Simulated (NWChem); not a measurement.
Species: SnF$_{4}$; SMILES [F][Sn]([F])([F])[F]

Results from NWChem. def2 effective core potentials on Sn; no spin-orbit coupling. Each level has its own optimisation; frequencies are unscaled.

```
level                                                   r F–Sn (Å)  highest harmonic frequency (cm⁻¹)  lowest (cm⁻¹)  zero-point energy (kcal/mol)
------------------------------------------------------  ----------  ---------------------------------  -------------  ----------------------------
Hartree-Fock/3-21G (all-electron, non-relativistic)              ?                                  ?              ?                             ?
LDA (Slater exchange, VWN5)/def2-SVP (core potentials)       1.902                                687            124                           4.9
PBE0/def2-SVP (core potentials)                              1.902                                695            135                           5.1
```

Problem. Some entries are withheld; supply them.

Solution. 
- Hartree-Fock/3-21G (all-electron, non-relativistic), r F–Sn (Å): 1.857
- Hartree-Fock/3-21G (all-electron, non-relativistic), highest harmonic frequency (cm⁻¹): 817
- Hartree-Fock/3-21G (all-electron, non-relativistic), lowest (cm⁻¹): 169
- Hartree-Fock/3-21G (all-electron, non-relativistic), zero-point energy (kcal/mol): 6.0
